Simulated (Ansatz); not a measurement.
## Molecular dynamics of Cl$_{2}$F$_{2}$Zr

The input (input.yaml):

```yaml
crystal:
  periodic: [false, false, false]
  atoms:
    - { symbol: Zr, position_ang: [-0.01154, 0.020687, 0.017386] }
    - { symbol: Cl, position_ang: [-0.003744, 0.006711, 2.364957] }
    - { symbol: F, position_ang: [1.771837, 0.009624, -0.619674] }
    - { symbol: Cl, position_ang: [-1.115412, 1.932807, -0.78049] }
    - { symbol: F, position_ang: [-0.893541, -1.529229, -0.61998] }
basis:
  gaussian: { orbitals: def2-SVP }
hamiltonian:
  xc: b3lyp
  dispersion: d4
md:
  timestep: 1.0
  n_steps: 300
  ensemble: nve
  temperature: 500.0
  initial_velocities: maxwell_boltzmann
  seed: 719431
```

Launched with:

```bash
$ ansatz run input.yaml --threads 1 --pin off --max-ram 2048MiB --backend cpu --events-out ev --progress --plain --runs-dir out
```

It starts from a relaxed structure.

Output, in part (step lines, the closing report, with atoms numbered from 0):

```
md step     0: t =     0.00 fs  T =   500.0 K  F+E_penalty+E_count = -31757.88826951 eV  E_kin = 0.193890 eV  conserved = -31757.69437952 eV  (28 SCF iters)
[... lines left out ...]
Total energy: -31757.82821916 eV, -1167.0786608249 hartree
Atom 0 at    -0.001080     0.009104    -0.019548 Å, force    -0.534634     0.450453     1.580079 eV/Å
Atom 1 at    -0.023650     0.043745     2.368043 Å, force     0.031940    -0.058946    -0.530947 eV/Å
Atom 2 at     1.768965    -0.003529    -0.588298 Å, force     1.053071    -0.018578    -0.446189 eV/Å
Atom 3 at    -1.115791     1.925754    -0.712349 Å, force    -0.173010     0.342832    -0.248189 eV/Å
Atom 4 at    -0.903045    -1.516400    -0.606921 Å, force    -0.377367    -0.715761    -0.354754 eV/Å
Dipole moment:     0.036212    -0.034425    -0.153390 e Å
```

The steps, from the saved trajectory:

```
time (fs)  T (K)  potential energy less start (eV)  conserved less start (meV/atom)
        0    500                             0.000                             0.00
       10    345                             0.060                             0.04
       20    324                             0.068                             0.01
       30    183                             0.123                             0.03
       40    139                             0.140                             0.03
       50    134                             0.142                             0.01
       60     71                             0.167                             0.05
       70    286                             0.083                             0.00
       80    283                             0.084                             0.04
       90    384                             0.045                             0.02
      100    356                             0.056                             0.03
      110    327                             0.067                             0.03
      120    317                             0.071                             0.01
      130    117                             0.149                             0.04
      140    146                             0.137                             0.02
      150    116                             0.149                             0.03
      160    175                             0.126                             0.02
      170    243                             0.100                             0.02
      180    233                             0.104                             0.04
      190    440                             0.023                             0.01
      200    400                             0.039                             0.03
      210    371                             0.050                             0.02
      220    282                             0.085                             0.02
      230    177                             0.126                             0.04
      240    187                             0.121                             0.01
      250     12                             0.190                             0.05
      260    158                             0.133                             0.01
      270    215                             0.111                             0.03
      280    319                             0.070                             0.02
      290    395                             0.041                             0.01
      300    345                             0.060                             0.04
```

The run went to its last step. The conserved energy stayed within 0.051 meV per atom of its start (net change 0.04 meV per atom), so the integration is sound. Over the second half the temperature averaged 0.51 of the 500 K drawn at the start: a run that starts near a minimum puts about half its kinetic energy into the potential. A run of 0.3 ps of so small a system gives no equilibrium averages.

The same pairs are bonded in the first frame and the last. Pairs count as bonded within 1.25 times the sum of covalent radii (0.12 Å more for H–H).

Last frame:

```xyz
5
Properties=species:S:1:pos:R:3
Zr -0.001 0.009 -0.019
Cl -0.024 0.044 2.368
F 1.769 -0.004 -0.588
Cl -1.116 1.926 -0.712
F -0.903 -1.516 -0.607
```

The run took 31 min on 1 thread of Arm Neoverse V1, with other jobs on the host, peak memory 0.21 GiB.
